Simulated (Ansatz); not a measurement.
Geometry optimisation, Ansatz, UKS PBE0/def2-SVP.

Input:

```yaml
crystal:
  periodic: [false, false, false]
  atoms:
    - { symbol: O, position_ang: [-0.07648, 1.66785, -0.4344] }
    - { symbol: C, position_ang: [0.46365, 0.6269, 0.30941] }
    - { symbol: O, position_ang: [0.81808, -0.49557, -0.62103] }
    - { symbol: Ga, position_ang: [-0.71371, -0.95581, 0.70028] }
    - { symbol: H, position_ang: [-0.98674, 1.43755, -0.6827] }
    - { symbol: H, position_ang: [1.39139, 1.00404, 0.74816] }
    - { symbol: H, position_ang: [1.41156, -0.18771, -1.32215] }
    - { symbol: H, position_ang: [-0.2161, -2.27044, 1.35586] }
    - { symbol: H, position_ang: [-2.09166, -0.82681, -0.05343] }
magnetization:
  spin_polarized: true
basis:
  gaussian: { orbitals: def2-SVP }
hamiltonian:
  xc: pbe0
relax:
  f_tol: 0.02
  max_steps: 50
output:
  orbitals: {}
```

Launched with:

```bash
$ ansatz run input.yaml --threads 2 --pin off --max-ram 3072MiB --backend cpu --events-out ev --progress --plain --runs-dir out
```

Question: Where does it end, and by what steps?

Answer: The forces met the threshold. After 14 steps the energy has fallen by 0.247 eV; H8 moved furthest, 0.59 Å. Parted: O3–Ga4.

```tsv
step	energy less start (eV)	largest force component (eV/Å)	accepted
0	0.0000	1.260	yes
1	-0.1109	0.679	yes
2	-0.1600	0.302	yes
3	-0.1882	0.197	yes
4	-0.2000	0.120	yes
5	-0.2100	0.260	yes
6	-0.2152	0.182	yes
7	-0.2241	0.334	yes
8	-0.2280	0.660	yes
9	-0.2376	0.373	yes
10	-0.2390	0.230	yes
11	-0.2413	0.137	yes
12	-0.2450	0.108	yes
13	-0.2443	0.119	no
14	-0.2467	0.018	yes
```

```xyz
9
Properties=species:S:1:pos:R:3
O -0.116 1.611 -0.225
C 0.477 0.380 0.075
O 0.985 -0.263 -1.069
Ga -0.787 -1.015 0.756
H -0.880 1.443 -0.790
H 1.288 0.629 0.783
H 1.671 0.292 -1.464
H -0.433 -2.068 1.868
H -2.206 -1.009 0.065
```

Time of the run: 63 s on 2 threads of Arm Neoverse V2 (shared host), peak memory 0.3 GiB.
